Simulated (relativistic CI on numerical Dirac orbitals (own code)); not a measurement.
Au⁵⁺: 5p photoemission

Computed with this model: Dirac-Coulomb-Breit CI, separate exchange-only KLI orbitals for each configuration, a model potential for QED, valence Slater integrals scaled by 0.7, multiplet model of photoemission in the sudden approximation; configurations [Xe] 4f14 5d6 → [Kr] 4d10 4f14 5s2 5p5 5d6; 300 K; Lorentzian 1.05 eV and Gaussian 0.6 eV FWHM. Energies are those of the free ion, without screening or charge transfer. The energies are binding energies and can lie tens of eV above those of solids. S is read from ⟨S²⟩ = S(S + 1).

Field parameters in Wybourne normalisation: D3d B²₀ = −7Dσ, B⁴₀ = −14Dq − 21Dτ, B⁴₃ = −14√(10/7) Dq; Oh B⁴₀ = 21Dq, B⁴₄ = √(5/14) B⁴₀. The field is a parameter set, without covalency.

free ion: ground-state S = 1.71, centroid 140.36 eV. Peaks (eV, height): 130.4 (100), 131.4 (92), 135.4 (39), 138.8 (20), 140.6 (23), 143.4 (13), 153.8 (43), 155.0 (43), 156.4 (50).

Oh, 10Dq = 36450 cm⁻¹: ground-state S = 0.28, centroid 140.55 eV. Peaks (eV, height): 133.0 (100), 142.0 (6), 153.0 (43), 157.4 (10).

D3d, 10Dq = 30500, Dσ = 300, Dτ = -250 cm⁻¹: ground-state S = 0.39, centroid 140.52 eV. Peaks (eV, height): 132.8 (100), 139.8 (7), 141.0 (7), 153.2 (45), 156.6 (15).

Strongest unbroadened transitions for D3d, 10Dq = 30500, Dσ = 300, Dτ = -250 cm⁻¹:

```csv
Energy (eV),Relative strength
132.73,100.0
132.75,99.7
133.57,8.7
133.61,7.5
133.94,2.6
133.98,2.7
134.41,4.8
134.50,2.5
134.52,2.1
135.25,5.3
135.26,5.0
136.47,2.3
136.74,2.8
140.76,2.8
153.13,91.6
156.53,15.3
156.57,11.3
159.25,2.2
```
